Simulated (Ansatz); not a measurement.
Frontier orbitals of `FC#[C][AlH2]`.

```xyz
6

F     0.3942   -2.9767    0.6096
C     0.2304   -1.7455    0.3591
C     0.0738   -0.5700    0.1202
Al   -0.1680    1.2703   -0.2607
H     1.0660    2.2467   -0.1191
H    -1.5963    1.7752   -0.7091
```

The species carries charge 0 and has multiplicity 1. The geometry is a stationary point of PBE0-D4/def2-TZVP. Basis def2-TZVPP, Ansatz 0.2.0.

```json
{"functional": "PBE", "HOMO (eV)": "-6.69", "LUMO (eV)": "-2.52", "gap (eV)": "4.17"}
{"functional": "BLYP", "HOMO (eV)": "-6.55", "LUMO (eV)": "-2.42", "gap (eV)": "4.13"}
{"functional": "PBE0", "HOMO (eV)": "-7.95", "LUMO (eV)": "-1.77", "gap (eV)": "6.18"}
{"functional": "LC-ωPBE", "HOMO (eV)": "-10.70", "LUMO (eV)": "0.24", "gap (eV)": "10.94"}
{"functional": "ωB97M-V", "HOMO (eV)": "-10.16", "LUMO (eV)": "-0.12", "gap (eV)": "10.04"}
```

**Question.** What is the vertical ionisation energy at frozen-core CCSD(T)/CBS(def2)? (Estimate.)

**Answer.** Ansatz gave: 10.72 eV (T1 of the cation 0.042).

From PBE to PBE0 the HOMO moves by −1.27 eV and the LUMO by +0.75 eV, and with ωB97M-V by −3.47 and +2.41 eV, so the gap grows from 4.16 to 10.04 eV with exact exchange. −ε(HOMO) differs from that ionisation energy by −4.04 eV with PBE and −0.56 eV with ωB97M-V.

LC-ωPBE has ω = 0.4 bohr⁻¹.
